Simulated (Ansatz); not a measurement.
The first iterations of a band of C₂H₆BNS (11 atoms, charge 0, multiplicity 1).

Level of theory: Ansatz, RKS PBE-D4/6-31G*.

```yaml
movable_images: 7
climbing_image: yes
spring: 5.0 eV/Å²
optimiser: quadratic models (default)
start_path: through a guess of the saddle point
force_threshold: 0.5 eV/Å
iteration_limit: 60
end_points: relaxed
```

Initial state:

```xyz
11
Properties=species:S:1:pos:R:3
B -0.202 1.388 0.924
S -1.640 0.395 1.656
C -0.250 -0.347 0.793
C -0.287 -0.502 -0.592
N 0.616 -1.186 -1.325
H 0.760 1.668 1.601
H -0.461 2.061 -0.048
H 0.529 -0.858 1.373
H -1.108 -0.044 -1.152
H 0.667 -1.054 -2.332
H 1.443 -1.578 -0.878
```

Final state:

```xyz
11
Properties=species:S:1:pos:R:3
B -0.281 1.311 0.788
S -1.648 -0.014 1.061
C 0.112 -0.363 0.897
C 0.621 -0.750 -0.354
N -0.143 -0.886 -1.439
H 0.131 1.907 1.753
H -0.245 1.814 -0.310
H 0.708 -0.587 1.787
H 1.693 -0.946 -0.479
H 0.255 -0.897 -2.375
H -1.137 -0.647 -1.309
```

| iteration | highest image above the first end (eV) | largest band force component (eV/Å) |
| --- | --- | --- |
| 1 | 6.963 | 21.764 |
| 2 | 2.704 | 4.245 |

Task: Does the band converge within its limit, and where does its top end?

Result: The run converged. It ended after 7 iterations with the highest image 0.905 eV above the first end. The threshold of 0.5 eV/Å is loose, so the images may lie well off the minimum-energy path. The order of the stationary point at the top wasn't checked.

Time of the run: 98 s on 1 thread of Intel(R) Xeon(R) 6975P-C (Granite Rapids) (shared host), peak memory 0.27 GiB.
